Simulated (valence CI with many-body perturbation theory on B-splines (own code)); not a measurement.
The numbers below are computed, except where a source is named.
Ar11+: what the settings do

Method: configuration interaction combined with many-body perturbation theory (CI+MBPT): five valence electrons over a frozen Dirac-Fock core [He], radial functions for each j: 6 s, 6 p, 5 d, 3 f, 1 g, with the one-electron correlation potential Σ1, the two-electron term Σ2, the three-electron term Σ3, Breit, model QED; selected CI, second order for the rest, scaled by the run's own slope (own B-spline code, finite nucleus).

No measured spectrum was set against this ion. As an estimate, levels of excited configurations hold to 0.05 to 0.15 % of their energy, terms of the ground configuration to about 0.5 %. Among the levels kept, up to 2400 cm⁻¹ of a level comes from second order outside the variational space, and about a tenth of that is noise between levels of different J, which matters for small intervals.

The reference run has the lowest level 2s2 2p3 4S°_3/2 and an ionisation energy of 618.611 eV. Its largest variational space holds 12065 state functions.

Changed runs:
A. Breit term on → off
B. screening of Σ1 on → off; natural orbitals for correlation on → off
C. highest l in the core sums 6 → 5; box radius (bohr) 4.864 → 4.79
D. highest l in the core sums 6 → 2 (bad on purpose)

Excitation energies of the reference run in cm⁻¹, and shifts in cm⁻¹:

```
                 Level  Reference       A       B         C       D
       2s2 2p3 2D°_3/2      95381    -458   +3301      -0.1    -5.2
       2s2 2p3 2D°_5/2      98698    +660   +3367         0    -1.7
       2s2 2p3 2P°_1/2     149873    -175   +2543      -0.1     -13
       2s2 2p3 2P°_3/2     154725    +376   +2572      -0.1    -9.3
         2s 2p4 4P_5/2     446161    -167   +1096      -2.9    -349
         2s 2p4 4P_3/2     458327    -174   +1085      -2.9    -345
         2s 2p4 4P_1/2     464285     +83   +1104      -2.9    -343
         2s 2p4 2D_3/2     614669    -162   +6924      -2.9    -347
         2s 2p4 2D_5/2     615292    +205   +6878      -2.9    -346
         2s 2p4 2S_1/2     716474    -857   +7600      -3.0    -344
         2s 2p4 2P_3/2     746832    -222   +9736      -2.9    -345
         2s 2p4 2P_1/2     762908    +188   +9602      -2.9    -339
Ionisation energy (eV)    618.611  +0.064  -0.331  +0.00041  +0.044
```
